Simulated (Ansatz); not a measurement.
Species: C2H2S, SMILES `C=C=S` (charge 0, multiplicity 1).

Problem. Give a relaxed geometry from PBE0-D3(BJ)/def2-TZVP in Ansatz (an electronic-structure program).

Solution. the end point of this relaxation (outside a Z-matrix the atoms follow the SMILES, hydrogens last).
Cartesian coordinates (Å) in one orientation:
```xyz
5

C     -0.611     0.006    -0.009
C      0.692    -0.007     0.010
S      2.242    -0.022     0.033
H     -1.152     0.945    -0.020
H     -1.171    -0.922    -0.014
```
